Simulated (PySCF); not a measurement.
Input for PySCF: R-B3LYP/6-31G* on H2 (SMILES [H][H]) with ghost functions, monomers drawn apart or pushed together.

```python
from pyscf import gto, scf, dft, mp
from pyscf.data.elements import chemcore

mol = gto.M(
    atom='''
    H    -0.26028687    0.25306931    4.60823125
    H     0.33377190   -0.19332410    4.64267718
    ghost-F   -0.70530000    1.00706946    0.34583593
    ghost-C   -0.00977418   -0.00812218   -0.14827193
    ghost-F   -0.01404889    0.05740400   -1.47300573
    ghost-F    1.23901705    0.05469303    0.29271550
    ghost-F   -0.55898065   -1.15088893    0.23904282
    ''',
    basis='6-31g*',
    cart=True,
    charge=0, spin=0, verbose=3, max_memory=1800)
mf = dft.RKS(mol, xc='b3lyp')
mf.conv_tol = 1e-8
mf.max_cycle = 100
mf.kernel()
if not mf.converged:
    mf = mf.newton().run(mf.mo_coeff, mf.mo_occ)
```

It printed:

```
converged SCF energy = -1.1754900947499
```

Self-consistency was reached.

Cost: very roughly 1.7 core-seconds.
